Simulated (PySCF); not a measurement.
# How methods differ on the excitation energy of P

P [Ne] 3s2 3p3 (4S) → P [Ne] 3s1 3p4 (4P), as a difference of total energies. Calculation: PySCF 2.14, in x2c-QZVPPall (9s6p4d2f1g, 70 functions); scalar relativity by spin-free X2C-1e. Correlated levels: valence and next inner shell: 1s2 frozen. The calculations carry no spin-orbit coupling.

| method | excitation energy (eV) |
| --- | --- |
| UHF | 7.982 |
| MP2 (valence and next inner shell) | 8.229 |
| SCS-MP2 (valence and next inner shell) | 8.233 |
| CCSD (valence and next inner shell) | 7.814 |
| CCSD(T) (valence and next inner shell) | 7.647 |

Errors of the correlated levels include the incompleteness of this basis and the frozen core.

The coupled-cluster amplitudes are large for the upper state (T1 above 0.03 or a double amplitude above 0.15), so a single reference is strained.

Problem. Which method comes closest to the reference value, and which is furthest?

Solution. The reference is 7.395 eV (measured; NIST levels, between the centres of gravity of the two terms). Closest: CCSD(T) (valence and next inner shell) (error 0.252 eV); furthest: SCS-MP2 (valence and next inner shell) (error 0.838 eV).
